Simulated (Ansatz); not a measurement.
The cluster Al2Sb⁺. Total charge 1; singlet. Geometry r2SCAN-D4/def2-TZVP, that of the charge +1 singlet.

```csv
atom,x (Å),y (Å),z (Å)
Al1,0.8001,1.1846,0.1497
Al2,-1.4025,0.2275,-0.2167
Sb3,0.6025,-1.4121,0.0670
```

In the def2 sets Sb takes a core potential; there is no spin–orbit coupling. At PBE-D4/def2-TZVP, r2SCAN-D4/def2-TZVP, PBE0-D4/def2-TZVP the unrestricted singlet has broken spin symmetry (⟨S²⟩ up to 0.70). At PBE0-D4/def2-TZVP a triplet of charge 1 lies 0.18 eV below the unrestricted singlet, which stands at the restricted singlet's geometry. The structure comes from a short search, and lower isomers may exist.

(1) Estimate the orbital energies around the gap (eV) in Ansatz with PBE-D4/def2-TZVP, r2SCAN-D4/def2-TZVP, PBE0-D4/def2-TZVP.

Answers

(1) 
| orbital | PBE-D4/def2-TZVP | r2SCAN-D4/def2-TZVP | PBE0-D4/def2-TZVP |
| --- | --- | --- | --- |
| HOMO−5 | -37.70 | -38.56 | -40.72 |
| HOMO−4 | -18.76 | -19.23 | -20.36 |
| HOMO−3 | -14.42 | -14.73 | -15.57 |
| HOMO−2 | -12.56 | -12.67 | -13.34 |
| HOMO−1 | -10.32 | -10.65 | -11.22 |
| HOMO | -10.29 | -10.49 | -11.06 |
| LUMO | -9.41 | -9.18 | -8.67 |
| LUMO+1 | -8.83 | -8.68 | -8.11 |
| LUMO+2 | -7.60 | -7.54 | -6.95 |
| LUMO+3 | -6.48 | -6.20 | -5.73 |
| LUMO+4 | -5.27 | -5.01 | -4.55 |
| LUMO+5 | -4.81 | -4.12 | -3.91 |
| β HOMO | -10.29 | -10.49 | -11.06 |
| β LUMO | -9.41 | -9.18 | -8.67 |
